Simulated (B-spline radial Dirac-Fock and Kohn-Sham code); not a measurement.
# X-ray form factors of promethium in several charge states

Level of theory: configuration-average Dirac-Fock orbitals; a radial B-spline solver.

Configurations: Pm³²⁺ [Ar] 3d10 4s1; Pm³⁴⁺ [Ar] 3d9; Pm³⁷⁺ [Ar] 3d6. The first column is f₀ of Pm³²⁺, the others are differences from it.

```
s (Å⁻¹)   Pm³²⁺  Δ Pm³⁴⁺  Δ Pm³⁷⁺
      0  29.000   -2.000   -5.000
   0.05  28.971   -1.993   -4.989
    0.1  28.883   -1.971   -4.955
   0.15  28.739   -1.936   -4.899
    0.2  28.538   -1.888   -4.823
   0.25  28.285   -1.829   -4.726
    0.3  27.980   -1.759   -4.612
   0.35  27.627   -1.680   -4.482
    0.4  27.230   -1.593   -4.339
   0.45  26.792   -1.502   -4.183
    0.5  26.318   -1.406   -4.018
    0.6  25.275   -1.211   -3.668
    0.7  24.134   -1.020   -3.307
    0.8  22.926   -0.844   -2.948
    0.9  21.681   -0.689   -2.604
      1  20.424   -0.558   -2.283
    1.1  19.176   -0.453   -1.988
    1.2  17.954   -0.370   -1.722
    1.4  15.641   -0.262   -1.273
    1.6  13.561   -0.199   -0.919
```

Values without a named source are computed, but for edge energies of neutral atoms, which are taken from tables.
